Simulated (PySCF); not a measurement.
## Exercise with solution: oscillator strength and radiative lifetime

Sn(F)(OH)3 (FH3O3Sn), SMILES [OH][Sn]([OH])([OH])[F].

Coordinates come from a PBE0-D3(BJ)/def2-SVP optimisation. The structure was generated by enumeration; whether it is a known compound was not checked. The def2 effective core potentials stand for the cores of Sn; spin–orbit coupling is left out. Other conformers were not sampled.

PySCF 2.14.0 with TDDFT-CAM-B3LYP/def2-SVPD puts the first singlet state with f over 0.02 at 6.20 eV (vertical), with the transition dipole (-0.312, -0.379, 0.375) in atomic units.

Q: Find the oscillator strength, the wavelength and the radiative lifetime that this transition would have in vacuum if emission retraced absorption.

A: 
|μ|² = 0.3816 au, so |μ| = 1.57 D. ΔE = 6.20/27.211 = 0.2278 hartree. f = (2/3) ΔE |μ|² = 0.058 (the program prints 0.058).
λ = 1239.84/6.20 = 200 nm; ν = 50006 cm⁻¹.
Einstein's coefficient A = 0.6670 ν² f s⁻¹ (ν in cm⁻¹) = 9.7e7 s⁻¹, so τ = 1/A = 10 ns. This state is S3; the lower singlets have f = 0.018, 0.018. The figure is the radiative limit of this one transition; relaxation, internal conversion, crossing to triplets and a medium change what is measured.
